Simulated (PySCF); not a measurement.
Mg(Et)(OH) (C2H6MgO), SMILES C[CH2][Mg][OH].

Geometry: ωB97X-D3(BJ)/def2-SVP. Other conformers were not sampled.

Method: r2SCAN/def2-TZVP in PySCF.

Isolated molecule, no solvent.

```yaml
total_energy: -355.10053 hartree
point_group: Cs
highest_occupied_level: -5.68 eV
lowest_empty_level: -0.97 eV
orbital_gap: 4.71 eV
dipole_moment: 0.039 e·Å
quadrupole, principal values (traceless, Buckingham form, about the centre of nuclear charge): -5.01, 2.00, 3.01 D·Å
mean_static_polarisability: 54.1 bohr³ (8.02 Å³)
polarisability_principal_values: 46.7, 49.0, 66.7 bohr³
```
